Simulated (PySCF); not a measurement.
OSi, charge +1, doublet, at a GFN2-xTB geometry (a state made from the parent by changing its charge; the spin is typed, not shown lowest); PySCF with DF-R2SCAN/def2-SVP.

Input for PySCF:
```python
from pyscf import gto, scf, dft

mol = gto.M(
    atom='''
Si   -0.000000   -0.000000   -0.540246
O     0.000000    0.000000    0.945430
''',
    basis='def2-svp',
    charge=1,
    spin=1,
    verbose=4,
)

mf = dft.UKS(mol)
mf.xc = 'r2scan'
mf = mf.density_fit(auxbasis='def2-universal-jkfit')
mf.kernel()
```

Output, abridged:

```
PySCF version 2.14.0

[INPUT] verbose = 4
[INPUT] num. atoms = 2
[INPUT] num. electrons = 21
[INPUT] charge = 1
[INPUT] spin (= nelec alpha-beta = 2S) = 1
[INPUT] symmetry False subgroup None
[INPUT] Mole.unit = angstrom
[INPUT] Symbol           X                Y                Z      unit          X                Y                Z       unit  Magmom
[INPUT]  1 Si     0.000000000000   0.000000000000  -0.540246000000 AA    0.000000000000   0.000000000000  -1.020916979892 Bohr   0.0
[INPUT]  2 O      0.000000000000   0.000000000000   0.945430000000 AA    0.000000000000   0.000000000000   1.786603769948 Bohr   0.0

nuclear repulsion = 39.8928485235273
number of shells = 14
number of NR pGTOs = 60
number of NR cGTOs = 32
basis = def2-svp
ecp = {}

******** <class 'pyscf.df.df_jk.DFUKS'> ********
method = DFUKS
initial guess = minao
damping factor = 0
level_shift factor = 0
DIIS = <class 'pyscf.scf.diis.CDIIS'>
diis_start_cycle = 1
diis_space = 8
diis_damp = 0
SCF conv_tol = 1e-09
SCF conv_tol_grad = None
SCF max_cycles = 50
direct_scf = False
number electrons alpha = 11  beta = 10
XC library pyscf.dft.libxc version 7.1.2
    S. Lehtola, C. Steigemann, M. J. T. Oliveira, and M. A. L. Marques,  SoftwareX 7, 1–5 (2018)
XC functionals = r2scan
    J. W. Furness, A. D. Kaplan, J. Ning, J. P. Perdew, and J. Sun,  J. Phys. Chem. Lett. 11, 8208–8215 (2020)
    J. W. Furness, A. D. Kaplan, J. Ning, J. P. Perdew, and J. Sun,  J. Phys. Chem. Lett. 11, 9248–9248 (2020)
    J. W. Furness, A. D. Kaplan, J. Ning, J. P. Perdew, and J. Sun,  J. Phys. Chem. Lett. 11, 8208–8215 (2020)
    J. W. Furness, A. D. Kaplan, J. Ning, J. P. Perdew, and J. Sun,  J. Phys. Chem. Lett. 11, 9248–9248 (2020)
radial grids:
    Treutler-Ahlrichs [JCP 102, 346 (1995); DOI:10.1063/1.469408] (M4) radial grids

becke partition: Becke, JCP 88, 2547 (1988); DOI:10.1063/1.454033
pruning grids: <function nwchem_prune>
grids dens level: 3
symmetrized grids: False
atomic radii adjust function: <function treutler_atomic_radii_adjust>
small_rho_cutoff = 0
Set gradient conv threshold to 3.16228e-05
tot grids = 33264
init E= -364.544592445901

cycle= 1 E= -363.760341363026  delta_E= 0.784  |g|= 0.748  |ddm|= 1.38
cycle= 2 E= -358.304496002125  delta_E= 5.46  |g|= 2.52  |ddm|= 2.65
cycle= 3 E= -364.071886569813  delta_E= -5.77  |g|= 0.0831  |ddm|= 2.21
cycle= 4 E= -364.070459859799  delta_E= 0.00143  |g|= 0.127  |ddm|= 0.253
cycle= 5 E= -364.075120657995  delta_E= -0.00466  |g|= 0.0912  |ddm|= 0.0444
cycle= 6 E= -364.079122456103  delta_E= -0.004  |g|= 0.024  |ddm|= 0.0632
cycle= 7 E= -364.079430853514  delta_E= -0.000308  |g|= 0.00395  |ddm|= 0.0189
cycle= 8 E= -364.079444543692  delta_E= -1.37e-05  |g|= 0.00206  |ddm|= 0.00902
cycle= 9 E= -364.079447546412  delta_E= -3e-06  |g|= 0.000368  |ddm|= 0.00238
cycle= 10 E= -364.079447761151  delta_E= -2.15e-07  |g|= 0.000209  |ddm|= 0.00106
cycle= 11 E= -364.079447810034  delta_E= -4.89e-08  |g|= 2.9e-05  |ddm|= 0.000576
cycle= 12 E= -364.079447810863  delta_E= -8.29e-10  |g|= 4.85e-06  |ddm|= 9.03e-05
Extra cycle  E= -364.079447810698  delta_E= 1.65e-10  |g|= 1.95e-05  |ddm|= 1.85e-05
converged SCF energy = -364.079447810698  <S^2> = 0.75883546  2S+1 = 2.008816
```
